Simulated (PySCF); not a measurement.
**C₆ coefficients of unlike pairs at UHF**

Calculated with PySCF 2.14 from the dipole response of each species, C₆(A,B) = (3/π) ∫ α_A(iu) α_B(iu) du, in atomic units, from isotropic polarisabilities. For ions this is the dispersion term alone; charge-induced terms of lower order in 1/R come first.

| species | configuration | basis | relativity | α (bohr³) | C₆ (like pair) |
| --- | --- | --- | --- | --- | --- |
| Pd⁺ | [Kr] 4d9 (2D) | x2c-TZVPPall with one added diffuse shell each of s, p, d, f type (9s7p7d3f1g) | spin-free X2C | 10.05 | 60.57 |
| Tc | [Kr] 4d5 5s2 (6S) | aug-cc-pwCVTZ-PP with ECP28MDF (8s8p7d4f3g) | core potential | 138.2 | 1576 |
| Sn | [Kr] 4d10 5s2 5p2 (3P) | x2c-QZVPPall with one added diffuse shell each of s, p, d, f type (14s10p8d5f1g) | spin-free X2C | 57.17 | 638.3 |
| Mn³⁺ | [Ar] 3d4 (5D) | aug-cc-pVTZ-DK (8s7p5d3f2g) | spin-free X2C | 1.829 | 4.513 |

Question: Estimate C₆ for Tc with Pd⁺.

Answer: The integral gives 235.0. The combination rule 2 C_A C_B / (C_A α_B/α_A + C_B α_A/α_B) gives 201.6 and the geometric mean 309.0.

No spin-orbit coupling is included.

The other pairs:

```json
{"pair": "Mn³⁺, Tc", "C₆": "50.23"}
{"pair": "Mn³⁺, Sn", "C₆": "38.94"}
{"pair": "Sn, Pd⁺", "C₆": "173.6"}
{"pair": "Mn³⁺, Pd⁺", "C₆": "15.71"}
{"pair": "Sn, Tc", "C₆": "960.2"}
```
